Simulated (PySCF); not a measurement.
Numbering as in the mapped SMILES `[F:1][CH:2]([F:3])[C@@:4]1([F:5])[SiH2:6][C@H:7]1[Cl:8]` (H(Xn): hydrogen on atom n). Ha(Si6) is cis to Cl8 on the ring; Hb(Si6) is trans to Cl8 on the ring.

- GIAO PBE0/pcSseg-1 shieldings
- geometry from GFN2-xTB
- program: PySCF 2.14
- one conformer, non-relativistic, isolated molecule

Chemical shifts δ = σref − σ; ¹³C (σ = 186.93 ppm), ¹H (σ = 31.72 ppm), ²⁹Si (σ = 349.16 ppm) vs TMS; ¹⁹F (σ = 170.95 ppm) vs CFCl3; ³⁵Cl (σ = 949.78 ppm) against HCl, all at this level.

```
  atoms  nucleus  count  δ (ppm)
  H(C7)       ¹H      1     3.76
     C2      ¹³C      1        ?
    Si6     ²⁹Si      1   -119.8
  H(C2)       ¹H      1        ?
Ha(Si6)       ¹H      1     3.56
     F3      ¹⁹F      1        ?
     F5      ¹⁹F      1   -221.6
    Cl8     ³⁵Cl      1       65
     C4      ¹³C      1     89.4
     C7      ¹³C      1        ?
     F1      ¹⁹F      1   -140.7
Hb(Si6)       ¹H      1     3.40
```

**Question.** Complete the table.

**Answer.** 
- C2: 119.6 ppm, sp3 CH bonded to 2 F; 2 electronegative neighbours deshield it
- C7: 41.2 ppm, three-membered-ring carbon; the inductive effect lowers its shielding
- H(C2): 6.69 ppm, hydrogen on an sp3 CH bonded to 2 F; its carbon carries F, which withdraws density
- F3: -139.1 ppm, fluorine of a CF2 group

Carbons that carry Cl, above all several Cl atoms, come out too deshielded, partly because spin–orbit coupling is missing. Shifts are as computed. Against solution values, carbons near 30 ppm lie about +3 ppm off and those near 130 ppm about +5 ppm; carbons on Cl a further +6 ppm. Of 1309 compounds with measured shifts, 239 miss one by over three times the rms of a fit or turn the order of signals round; such compounds aren't used in these exercises. Unscaled 19F shifts against computed CFCl3 carry errors that often reach 10 to 50 ppm.
